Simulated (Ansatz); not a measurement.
A nudged elastic band was laid between two geometries of Cl2HInO + H4Si (10 atoms, charge 0, multiplicity 1).

The calculation used RKS B3LYP-D4/def2-SVP (Ansatz).

* movable images: 9
* climbing image: yes
* spring: 5.0 eV/Å²
* optimiser: quadratic models (default)
* start path: through a guess of the saddle point
* force threshold: 0.05 eV/Å
* iteration limit: 60
* end points: relaxed

First end point:

```xyz
10
Properties=species:S:1:pos:R:3
In -0.028 -0.263 0.398
O -0.218 -1.317 2.081
H -1.152 -1.450 2.303
Cl 2.122 0.089 -0.485
Cl -1.890 0.303 -0.931
Si 0.679 3.125 1.057
H 2.073 3.143 1.566
H 0.619 3.234 -0.421
H -0.153 4.173 1.707
H 0.066 1.804 1.461
```

Last end point:

```xyz
10
Properties=species:S:1:pos:R:3
In 0.305 0.731 0.044
O -0.127 -0.453 2.055
H -1.018 -0.775 1.811
Cl 1.928 -0.727 -0.896
Cl -1.925 -0.069 -0.445
Si 0.730 3.179 0.713
H 1.790 3.231 1.762
H 1.175 3.957 -0.478
H -0.522 3.775 1.261
H -0.219 -0.007 2.910
```

(1) Which bonds break or form, and what moves?

(2) What energy profile does the band end with?

(3) What is the geometry of the highest image?

(4) What are the harmonic wavenumbers there?

The band took 14 iterations and about 8 core-minutes.

Results:

(1) Bonds broken: Si6–H10. Bonds formed: In1–Si6, O2–H10. Cl2HInO + H4Si becomes Cl2H5InOSi.

(2) The forces met the threshold. The highest image is number 5 of 0 to 10, 107.2 kJ/mol above the first end and 199.1 kJ/mol above the last; the last end lies 91.9 kJ/mol below the first. A vibrational analysis at the climbing image gives one clearly imaginary mode, 1346i cm⁻¹: a first-order saddle point. The orbitals stay closed-shell, which can raise the energy where a bond breaks towards radicals; this wasn't checked here.

| image | path coordinate (Å) | energy (kJ/mol) | Si6–H10 (Å) | In1–Si6 (Å) | O2–H10 (Å) |
| --- | --- | --- | --- | --- | --- |
| 0 | 0.00 | 0.0 | 1.51 | 3.52 | 3.19 |
| 1 | 0.57 | 0.5 | 1.51 | 3.52 | 3.09 |
| 2 | 1.15 | 3.2 | 1.51 | 3.53 | 2.87 |
| 3 | 1.72 | 10.3 | 1.50 | 3.51 | 2.52 |
| 4 | 2.30 | 39.2 | 1.52 | 3.24 | 1.99 |
| 5 | 2.87 | 107.2 | 1.79 | 2.93 | 1.37 |
| 6 | 3.48 | 1.0 | 2.31 | 2.69 | 1.00 |
| 7 | 4.09 | -58.5 | 2.76 | 2.59 | 0.97 |
| 8 | 4.70 | -82.7 | 3.24 | 2.57 | 0.97 |
| 9 | 5.30 | -90.6 | 3.65 | 2.57 | 0.97 |
| 10 | 5.91 | -91.9 | 3.99 | 2.57 | 0.97 |

(3) 
```xyz
10
Properties=species:S:1:pos:R:3:forces:R:3
In 0.152 0.187 -0.059 0.00 0.00 0.00
O -0.007 -0.231 2.017 -0.01 0.00 0.01
H -0.864 -0.535 2.365 0.00 -0.01 0.00
Cl 2.144 -0.499 -1.087 0.00 0.00 0.00
Cl -1.914 0.217 -1.183 0.00 0.00 0.00
Si 0.541 2.766 1.273 0.00 0.00 0.00
H 1.828 3.127 1.931 0.00 0.00 0.00
H 0.671 3.112 -0.184 0.00 0.00 0.01
H -0.593 3.576 1.804 0.00 0.00 0.00
H 0.159 1.122 1.859 0.01 0.01 -0.01
```

(4) 1346i, 43, 82, 93, 98, 112, 150, 281, 312, 344, 387, 395, 428, 519, 706, 864, 923, 935, 1061, 1329, 2159, 2221, 2239, 3754 cm⁻¹.

Run time: 2.2 min on 4 threads of AMD EPYC 9R45 96-Core Processor (Zen 5), with other jobs on the host, peak memory 0.36 GiB.
